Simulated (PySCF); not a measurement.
# SeO at PBE

Computed with PBE; PySCF, no relativity, basis sets Se aug-pcseg-1, O aug-pcseg-1.

For SeO, the state is ³Σ⁻ (triplet), unpaired electrons π ↑↑, the bond length is 1.696 Å and the harmonic wavenumber is 855 cm⁻¹. The force constant is 5.74 mdyn/Å, the rotational constant Be is 0.4398 cm⁻¹ and the anharmonicity ωexe is 3.51 cm⁻¹. The vibration–rotation constant αe is 0.00272 cm⁻¹ and the well depth De to Se + O is 5.04 eV. The dissociation energy D0 is 4.99 eV, the bond order (Mayer) is 1.57 and the dipole moment (positive dipole means Se(−)O(+)) is -2.02 D.

Spin–orbit coupling is left out. The state was picked by a PBE0 search and need not be the measured ground state.
